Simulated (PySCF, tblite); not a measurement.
Calculations on `F[C@@H]1OCO[C@@H]1[GeH3]`, in the order of a workflow; each names the level of the geometry that it ran on. Settings lines and outputs come from a driver script.

Species: C₃H₇FGeO₂.
SMILES with atom numbers: `[F:1][C@@H:2]1[O:3][CH2:4][O:5][C@@H:6]1[GeH3:7]` (hydrogens: H8 on C2; H9, H10 on C4; H11 on C6; H12, H13, H14 on Ge7)

Step 1: GFN2-xTB geometry optimisation, gas phase (tblite 0.8.0) (from a force-field or distance-geometry start)
```json
{"job": {"kind": "relax", "xc": "GFN2-xTB", "basis": "xTB"}, "charge": 0, "multiplicity": 1}
```
```
step      E/eV     max force
  0    -674.12634    1.679
  1    -674.23094    0.780
  2    -674.28386    0.429
...
 61    -674.35528    0.014
 62    -674.35530    0.012
 63    -674.35532    0.017
 64    -674.35535    0.013
 65    -674.35536    0.006
```

Energy lowered by 5.3 kcal/mol over 65 steps; largest atomic force 0.006 eV/Å at the end. «max force» is the largest atomic force in eV/Å.

Hardware: an Arm Neoverse V1 with one thread, shared host. Cost: 0.35 s wall.

Step 2: GFN2-xTB harmonic vibrations, gas phase (tblite 0.8.0) (on the GFN2-xTB geometry)
```json
{"job": {"kind": "ir", "xc": "GFN2-xTB", "basis": "xTB"}, "charge": 0, "multiplicity": 1}
```
```
(table of modes left out)
```

36 modes from 92 to 2956 cm⁻¹ (unscaled, harmonic); zero-point energy 58.8 kcal/mol; all wavenumbers are real at this level.

Hardware: Arm Neoverse V1, one thread, no GPU, shared host. Cost: 0.39 s wall.

Step 3: TDDFT wB97X-D/def2-SVPD, vertical, gas phase, core orbitals frozen in the response (PySCF 2.14.0, density-fitted response routines) (on the GFN2-xTB geometry)
```json
{"job": {"kind": "uv", "xc": "wB97X-D", "basis": "def2-SVPD", "nstates": 8, "ntriplets": 3}, "charge": 0, "multiplicity": 1}
```
```
...
Static polarisability (au): isotropic 71.417, principal 63.705 67.208 83.337
Singlet excitations
state   eV       nm        f      main configurations
  1   7.5682    163.8   0.05478   H->L+1 0.70, H->L 0.10
  2   8.0467    154.1   0.04671   H->L 0.59, H->L+3 0.14, H->L+2 0.10
  3   8.2912    149.5   0.09253   H->L+3 0.44, H->L+1 0.17, H->L 0.15
  4   8.5131    145.6   0.02824   H->L+2 0.61, H-1->L+1 0.14
  5   8.7518    141.7   0.00929   H->L+5 0.39, H->L+4 0.31, H->L+6 0.10
  6   8.9109    139.1   0.01712   H->L+4 0.23, H-1->L+1 0.16, H->L+5 0.14
  7   8.9686    138.2   0.02708   H->L+5 0.19, H-3->L+1 0.15, H-2->L+1 0.14
  8   9.0497    137.0   0.10434   H-2->L 0.41, H-3->L 0.17, H-4->L 0.09
Triplet excitations (Tamm-Dancoff, eV): 7.3749 7.7985 7.9058
```

HOMO -9.74 eV, LUMO 1.91 eV; lowest singlet 7.57 eV; lowest triplet 7.37 eV (Tamm–Dancoff); mean polarisability 71.4 au.

On an Arm Neoverse V1 with one thread (shared host), this took 77 s wall (with the writing of density and orbital grids) and 0.96 GiB of memory at its peak.

Geometry of the electronic-property runs (GFN2-xTB):
```
atom  x, y, z in Å
F1     0.144    1.301    1.363
C2    -0.491    1.126    0.129
O3    -1.783    0.718    0.318
C4    -1.851   -0.675    0.048
O5    -0.557   -1.133   -0.157
C6     0.204   -0.015   -0.592
Ge7    2.031   -0.321    0.101
H8    -0.447    2.105   -0.357
H9    -2.480   -0.811   -0.851
H10   -2.293   -1.207    0.898
H11    0.099    0.122   -1.676
H12    2.683   -1.353   -0.759
H13    2.814    0.948    0.015
H14    1.926   -0.805    1.497
```

 (This holds for the electronic-property runs.)

One conformer stands for the species.

The pairwise dispersion term of wB97X-D wasn't added to the energies; at a given geometry it leaves orbitals and properties as they are.
